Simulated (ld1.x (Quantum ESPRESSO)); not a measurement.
# Plane-wave convergence, TM potential for tantalum (Ta)

- Element: tantalum (Ta)
- Generator: ld1.x (Quantum ESPRESSO) 7.5
- Type: norm-conserving Troullier–Martins (Kleinman–Bylander form)
- Functional: PBE
- Relativity: scalar-relativistic
- Frozen core: [Xe] 4f14
- Valence charge: 5
- Reference configuration: 5d3 6s2 6p0
- Partial waves: 6p (bound, empty): rc 2.80 bohr; 5d (bound): rc 2.65 bohr; 6s (bound): rc 2.70 bohr
- Local potential: the s channel
- Core correction: Bessel-smoothed model core inside 1.80 bohr

The pseudo-atom Hamiltonian at the reference potential is diagonalised in spherical Bessel functions j_l(qr) that vanish at 20 bohr, with q² up to the cutoff. All-electron valence levels (Ry): 6p -0.1022, 5d -0.2639, 6s -0.4000.

Task: How do the lowest levels (Ry) of each channel move with the cutoff, and are there ghosts?

Result:

```json
{"cutoff (Ry)": "8", "p #1": "-0.0991", "d #1": "-0.0309", "s #1": "-0.3965", "s #2": "0.0001", "f #1": "0.1067", "f #2": "0.2237", "Σ f·Δε (mRy)": "706.0"}
{"cutoff (Ry)": "10", "p #1": "-0.1007", "d #1": "-0.0916", "s #1": "-0.3976", "s #2": "0.0000", "f #1": "0.1067", "f #2": "0.2237", "Σ f·Δε (mRy)": "521.8"}
{"cutoff (Ry)": "15", "p #1": "-0.1020", "d #1": "-0.2122", "s #1": "-0.3997", "s #2": "-0.0002", "f #1": "0.1067", "f #2": "0.2237", "Σ f·Δε (mRy)": "155.6"}
{"cutoff (Ry)": "18", "p #1": "-0.1021", "d #1": "-0.2516", "s #1": "-0.3999", "s #2": "-0.0003", "f #1": "0.1067", "f #2": "0.2237", "Σ f·Δε (mRy)": "37.3"}
{"cutoff (Ry)": "21", "p #1": "-0.1021", "d #1": "-0.2603", "s #1": "-0.3999", "s #2": "-0.0003", "f #1": "0.1067", "f #2": "0.2237", "Σ f·Δε (mRy)": "11.0"}
{"cutoff (Ry)": "25", "p #1": "-0.1022", "d #1": "-0.2631", "s #1": "-0.3999", "s #2": "-0.0003", "f #1": "0.1067", "f #2": "0.2237", "Σ f·Δε (mRy)": "2.5"}
{"cutoff (Ry)": "35", "p #1": "-0.1022", "d #1": "-0.2638", "s #1": "-0.4000", "s #2": "-0.0003", "f #1": "0.1067", "f #2": "0.2237", "Σ f·Δε (mRy)": "0.2"}
{"cutoff (Ry)": "40", "p #1": "-0.1022", "d #1": "-0.2639", "s #1": "-0.4000", "s #2": "-0.0003", "f #1": "0.1067", "f #2": "0.2237", "Σ f·Δε (mRy)": "0.1"}
{"cutoff (Ry)": "400", "p #1": "-0.1022", "d #1": "-0.2639", "s #1": "-0.4000", "s #2": "-0.0003", "f #1": "0.1067", "f #2": "0.2237", "Σ f·Δε (mRy)": "0.0"}
```

Result: no extra level below or beside the all-electron valence levels (p, d, s, f tested); 10 mRy is reached at 25 Ry and 1 mRy at 30 Ry.
